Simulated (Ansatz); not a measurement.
PBE exchange is replaced step by step with exact exchange (0 % is PBE, 25 % PBE0; no dispersion term), basis def2-TZVP, Ansatz. System: the cluster AlCu2⁺. Charge 1, multiplicity 1. Geometry: PBE-D4/def2-TZVP, each spin state at its own.

The relaxed triplet has other bonds than the singlet, so its gap is one between isomers. The relaxed quintet has other bonds than the singlet, so its gap is one between isomers.

Geometry of the singlet:

| atom | x (Å) | y (Å) | z (Å) |
| --- | --- | --- | --- |
| Cu1 | -0.070 | 0.679 | -2.192 |
| Cu2 | 0.070 | -0.679 | 2.192 |
| Al3 | 0.000 | 0.000 | 0.000 |

The structure comes from a short search, and lower isomers may exist.

```json
{"exact exchange (%)": "0", "HOMO (eV)": "-10.29", "LUMO (eV)": "-7.76", "gap (eV)": "2.53", "triplet − singlet (kJ/mol)": "108.0", "quintet − singlet (kJ/mol)": "447.0"}
{"exact exchange (%)": "5", "HOMO (eV)": "-10.42", "LUMO (eV)": "-7.54", "gap (eV)": "2.88", "triplet − singlet (kJ/mol)": "109.2", "quintet − singlet (kJ/mol)": "451.0"}
{"exact exchange (%)": "10", "HOMO (eV)": "-10.54", "LUMO (eV)": "-7.32", "gap (eV)": "3.22", "triplet − singlet (kJ/mol)": "110.1", "quintet − singlet (kJ/mol)": "454.7"}
{"exact exchange (%)": "15", "HOMO (eV)": "-10.66", "LUMO (eV)": "-7.15", "gap (eV)": "3.51", "triplet − singlet (kJ/mol)": "111.0", "quintet − singlet (kJ/mol)": "458.3"}
{"exact exchange (%)": "25", "HOMO (eV)": "-10.89", "LUMO (eV)": "-6.80", "gap (eV)": "4.08", "triplet − singlet (kJ/mol)": "111.8", "quintet − singlet (kJ/mol)": "464.8"}
{"exact exchange (%)": "35", "HOMO (eV)": "-11.11", "LUMO (eV)": "-6.46", "gap (eV)": "4.65", "triplet − singlet (kJ/mol)": "111.9", "quintet − singlet (kJ/mol)": "468.1"}
{"exact exchange (%)": "50", "HOMO (eV)": "-11.44", "LUMO (eV)": "-5.95", "gap (eV)": "5.49", "triplet − singlet (kJ/mol)": "111.2", "quintet − singlet (kJ/mol)": "448.0"}
```

The spin gap doesn't follow a straight line here, which points to a change of state along the sweep.
